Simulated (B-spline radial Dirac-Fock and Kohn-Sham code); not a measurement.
**f′ and f″ of B, 4.158 keV to 64.78 keV**

Model: the dispersion relation over Dirac-Hartree-Slater subshell photoionisation cross sections, with the Kissel-Pratt high-energy constant (isolated atom, no bound-bound lines or fine structure). Program: a B-spline atomic structure program. The forward scattering factor is f₀ + f′ + i f″.

Input of the calculation (task.json; shells as n, l, electrons):

```json
{"items": [{
  "Z": 5,
  "q": 0,
  "cfg": [[1, 0, 2], [2, 0, 2], [2, 1, 1]],
  "A": 11,
  "rrms": 2.406,
  "do": "dispersion",
  "hv": [502.4, 536.4, 669.7, 678.0, 889.1, 958.3, 1000.0, 1253.6, 1263.0, 1383.0, 1486.9, 1774.0, 2000.0, 2984.4, 4000.0, 4158.0, 4510.9, 4863.0, 5414.7, 5936.0, 6000.0, 6403.9, 6729.0, 6777.0, 6930.3, 8047.8, 8568.0, 9251.7, 12000.0, 12440.0, 15000.0, 17479.3, 19730.0, 21790.0, 22162.9, 24209.8, 27850.0, 30000.0, 38510.0, 40000.0, 42570.0, 44360.0, 58480.0, 64780.0],
  "edges": {"K": 188.0}
}]}
```

Launch: `python xray2_run.py task.json out`

No edge lies in or near this range.

| hν (eV) | λ (Å) | f′ (e) | f″ (e) | tabulated f′ | tabulated f″ |
| --- | --- | --- | --- | --- | --- |
| 4158 | 2.982 | 0.031 | 0.018 | 0.03 | 0.02 |
| 4510.9 | 2.749 | 0.027 | 0.015 | 0.03 | 0.01 |
| 4863 | 2.550 | 0.024 | 0.013 | 0.02 | 0.01 |
| 5414.7 | 2.290 | 0.020 | 0.010 | 0.02 | 0.01 |
| 5936 | 2.089 | 0.017 | 0.008 | 0.02 | 0.01 |
| 6000 | 2.066 | 0.017 | 0.008 | 0.02 | 0.01 |
| 6403.9 | 1.936 | 0.015 | 0.007 | 0.01 | 0.01 |
| 6729 | 1.843 | 0.013 | 0.006 | 0.01 | 0.01 |
| 6777 | 1.829 | 0.013 | 0.006 | 0.01 | 0.01 |
| 6930.3 | 1.789 | 0.013 | 0.006 | 0.01 | 0.01 |
| 8047.8 | 1.541 | 0.009 | 0.004 | 0.01 | 0.00 |
| 8568 | 1.447 | 0.008 | 0.004 | 0.01 | 0.00 |
| 9251.7 | 1.340 | 0.007 | 0.003 | 0.01 | 0.00 |
| 12000 | 1.033 | 0.004 | 0.002 | 0.00 | 0.00 |
| 12440 | 0.9967 | 0.004 | 0.002 | 0.00 | 0.00 |
| 15000 | 0.8266 | 0.002 | 0.001 | 0.00 | 0.00 |
| 17479.3 | 0.7093 | 0.001 | 0.001 | 0.00 | 0.00 |
| 19730 | 0.6284 | 0.001 | 0.001 | 0.00 | 0.00 |
| 21790 | 0.5690 | 0.000 | 0.000 | 0.00 | 0.00 |
| 22162.9 | 0.5594 | 0.000 | 0.000 | 0.00 | 0.00 |
| 24209.8 | 0.5121 | 0.000 | 0.000 | 0.00 | 0.00 |
| 27850 | 0.4452 | 0.000 | 0.000 | 0.00 | 0.00 |
| 30000 | 0.4133 | 0.000 | 0.000 | 0.00 | 0.00 |
| 38510 | 0.3220 | -0.001 | 0.000 | 0.00 | 0.00 |
| 40000 | 0.3100 | -0.001 | 0.000 | 0.00 | 0.00 |
| 42570 | 0.2912 | -0.001 | 0.000 | 0.00 | 0.00 |
| 44360 | 0.2795 | ? | ? | ? | ? |
| 58480 | 0.2120 | -0.001 | 0.000 | 0.00 | 0.00 |
| 64780 | 0.1914 | -0.001 | 0.000 | 0.00 | 0.00 |

Question: What are f′ and f″ at 44360 eV?

Answer: f′ = -0.001 and f″ = 0.000 electrons (tables: 0.00 and 0.00). By the optical theorem f″ corresponds to a photoabsorption cross section 2 rₑ λ f″ = 0.128 b.

Tabulated f′: xraylib 4.2 anomalous scattering factors (Cullen et al., EPDL97); f″: Chantler's tables (J. Phys. Chem. Ref. Data 1995 and 2000). Both are theoretical tables.
